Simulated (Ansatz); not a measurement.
Harmonic frequencies (cm⁻¹) at PBE0-D4/def2-TZVP from Ansatz: 142, 159, 159, 212, 214, 267, 279, 279, 287, 431, 432, 722, 736, 736, 772.

(1) Which molecule is it?
A. `c1ncncn1`
B. `[F][Re]([F])([F])([F])([F])[F]`•
C. `C/C=C\C#N`
D. `N#CSC#N`

## Answers

(1) B.
